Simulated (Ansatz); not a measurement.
Worked example: C2H2F2 + C3H8B → C2H2F + C3H8BF

Gas-phase species: C2H2F2 (vinylidene fluoride) `C=C(F)F`, singlet; C3H8B `C[B]CC`, doublet; C2H2F `C=[C]F`, doublet; C3H8BF `CCB(C)F`, singlet. A radical takes F: the energy is the difference in strength between the C–F bond broken and the B–F bond made.

Shapes, held fixed at every level: PBE0-D4/def2-TZVP. Flexible molecules stand in one conformer, not always the lowest. Programs: Ansatz 0.2.0. The zero-point and thermal change to 298 K, harmonic and unscaled (PBE0-D4/def2-TZVP), is +0.3 kJ/mol.

At B2PLYP/def2-TZVPP; 1 Eh = 2625.50 kJ/mol:

```
species  energy (Eh)
 C2H2F2  -277.014553
  C3H8B  -143.814974
  C2H2F  -177.089680
 C3H8BF  -243.806135
```

Work out ΔH(298 K) of the reaction at this level.


1. Products less reactants: (-177.089680) + (-243.806135) − [(-277.014553) + (-143.814974)] = -0.066288 Eh = -174.0 kJ/mol.
2. With the thermal change: -174.0 + (+0.3) = -173.7 kJ/mol.

Other levels give -191.4 (HF/def2-TZVPP) to -149.1 kJ/mol (SPW92/def2-TZVPP). No measured value is set beside it here. Spin contamination: C2H2F (⟨S²⟩ up to 0.93). Open shells run unrestricted.
